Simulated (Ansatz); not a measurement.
The same path of Cl3HSi + ClH (7 atoms, charge 0, multiplicity 1) was run twice with different band settings. Lost on the way: Si1–H2, Cl6–H7. Made: Si1–Cl6, H2–H7.

Theory: RKS PBE-D4/def2-SVP (Ansatz 0.2.0).

Relaxed end points:

```xyz
7
Properties=species:S:1:pos:R:3
Si 0.364 0.000 -0.283
H 0.327 0.000 1.204
Cl 2.334 0.000 -0.899
Cl -0.561 1.684 -1.024
Cl -0.561 -1.684 -1.024
Cl -2.825 0.000 1.573
H -2.335 0.000 2.775
```

```xyz
7
Properties=species:S:1:pos:R:3
Si -0.440 0.000 -0.894
H -0.492 0.000 3.007
Cl 1.194 0.000 0.349
Cl -0.401 1.675 -2.076
Cl -0.401 -1.675 -2.076
Cl -2.152 0.000 0.237
H -0.567 0.000 3.773
```

Common settings: spring 5.0 eV/Å²; optimiser quadratic models (default); start path through a guess of the saddle point; force threshold 0.05 eV/Å; iteration limit 60; end points relaxed.

| run | movable images | climbing image |
| --- | --- | --- |
| 1 | 9 | yes |
| 2 | 8 | no |

Task: What does each run give, and how far can it be trusted?

Result: Run 1: converged after 13 iterations, highest image 1.481 eV above the first end. A vibrational analysis at the climbing image gives one clearly imaginary mode, 783i cm⁻¹: a first-order saddle point.
Run 2: converged after 13 iterations, highest image 1.349 eV above the first end. No image climbed, so the highest image needn't sit at the top of the path.
The orbitals stay closed-shell, which can raise the energy where a bond breaks towards radicals; this wasn't checked here.
